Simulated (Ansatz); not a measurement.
`C=CC[SiH](F)F` + `O[SiH2]O` → `O[SiH2]O[SiH](F)F` + `C=CC`  (ligand exchange at the Si–C bond)

Calculated with Ansatz (gas phase, PBE0-D4/def2-TZVP geometries, no zero-point term in ΔE). CCSD(T)/CBS adds triple-zeta CCSD(T) − MP2 to the extrapolated MP2 energy (def2 sets, frozen cores). DFT in def2-TZVPP. One conformer a species, not always the lowest.

CCSD(T)/CBS gives -132.5 kJ/mol.

Question: Another level gave -130.2 kJ/mol. Which?
A. PBE-D4/def2-TZVPP
B. HF/def2-TZVPP
C. r2SCAN/def2-TZVPP
D. SCS-MP2/def2-TZVPP

Answer: C. r2SCAN -130.2, SCS-MP2/def2-TZVPP -136.2, PBE-D4 -115.3, HF/def2-TZVPP -157.3 kJ/mol.

Largest T1 diagnostic among the species: 0.012.

From PBE to PBE0 (25 % exact exchange), in def2-TZVPP and without D4, ΔE moves by −7.5 kJ/mol. In def2-TZVPP, CCSD(T) changes the Hartree–Fock value by +24.7 kJ/mol (the triples alone add +3.7 kJ/mol) and MP2 by +25.6 kJ/mol.
